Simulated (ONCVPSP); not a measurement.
u(r) = r·R(r): atom against pseudo-atom (carbon (C))

Columns: radius, all-electron u(r) and pseudo u(r) of the 2p shell (level -8.02 eV) of carbon in the configuration [He] 2s2 2p1.75; LDA (Perdew-Zunger), scalar-relativistic, ONCV scheme, ONCVPSP 4.0.1.

| r (bohr) | all-electron | pseudo |
| --- | --- | --- |
| 0.103 | 0.0522 | 0.0190 |
| 0.205 | 0.1577 | 0.0730 |
| 0.308 | 0.2765 | 0.1567 |
| 0.410 | 0.3872 | 0.2595 |
| 0.513 | 0.4839 | 0.3726 |
| 0.615 | 0.5623 | 0.4830 |
| 0.718 | 0.6240 | 0.5836 |
| 0.820 | 0.6690 | 0.6653 |
| 0.923 | 0.7000 | 0.7257 |
| 1.025 | 0.7182 | 0.7622 |
| 1.128 | 0.7261 | 0.7772 |
| 1.230 | 0.7253 | 0.7739 |
| 1.332 | 0.7178 | 0.7574 |
| 1.435 | 0.7046 | 0.7325 |
| 1.538 | 0.6873 | 0.7038 |
| 1.640 | 0.6669 | 0.6750 |
| 1.743 | 0.6440 | 0.6469 |
| 1.845 | 0.6196 | 0.6203 |
| 1.948 | 0.5940 | 0.5941 |
| 2.050 | 0.5681 | 0.5680 |
| 2.153 | 0.5416 | 0.5416 |
| 2.255 | 0.5155 | 0.5155 |
| 2.358 | 0.4894 | 0.4894 |
| 2.460 | 0.4640 | 0.4640 |
| 2.562 | 0.4393 | 0.4393 |
| 2.665 | 0.4151 | 0.4151 |

Question: How many radial nodes do the two functions have?

Answer: The all-electron 2p function has n − l − 1 = 0; the pseudo-wave has 0.

Question: At about which radius was the pseudo-wave matched?

Answer: 2.05 bohr, where the columns begin to agree (steps of 0.10 bohr).

Question: Is the pseudo-wave norm-conserving?

Answer: Yes: the ONCV scheme keeps the norm inside the radius equal to the all-electron one, which fixes the energy derivative of the logarithmic derivative at the level.
